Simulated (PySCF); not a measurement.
**Stretching CdB⁺**

Set-up: Cd def2-SVPD with ECP28, B def2-SVPD; scalar-relativistic core potentials (PySCF 2.14). Energies in eV from Cd + B⁺ in their ground configurations at the same level. State: ¹Σ⁺ (singlet), closed shell.

All columns are PBE0. A positive dipole points towards B; it is taken about the centre of mass and depends on that origin.

```tsv
R (Å)	E (eV)	μ (D)	Mulliken charge on Cd (basis-dependent)	HOMO (eV)	LUMO (eV)	Mayer bond order	⟨S²⟩
2.158	-1.799	1.21	0.58	-12.72	-9.22	1.07	0.00
2.258	-1.978	1.53	0.59	-12.72	-9.11	1.02	0.00
2.358	-2.076	1.88	0.60	-12.70	-9.02	0.99	0.00
2.434	-2.110	2.16	0.60	-12.68	-8.98	0.96	0.00
2.509	-2.119	2.45	0.61	-12.65	-8.94	0.94	0.00
2.584	-2.109	2.74	0.61	-12.61	-8.92	0.93	0.00
2.685	-2.071	3.14	0.61	-12.55	-8.90	0.91	0.00
2.810	-1.999	3.66	0.60	-12.46	-8.91	0.88	0.00
2.961	-1.891	4.30	0.58	-12.32	-8.93	0.85	0.00
3.161	-1.730	5.18	0.56	-12.12	-8.99	0.82	0.00
```

A fit through these points gives, at Re = 2.503 Å, μ = 2.42 D and dμ/dR = 3.84 D/Å; the reduced mass is 10.04 u.

**Question.** How strong is the fundamental in the double-harmonic approximation, I = 42.26·(dμ/dR)²/μred km/mol?

**Answer.** I = 42.26·(3.84)²/10.04 = 62.1 km/mol at PBE0.

For an ion De counts to the pair picked by the measured ionisation energies or electron affinities, which need not be the lowest pair at this level.
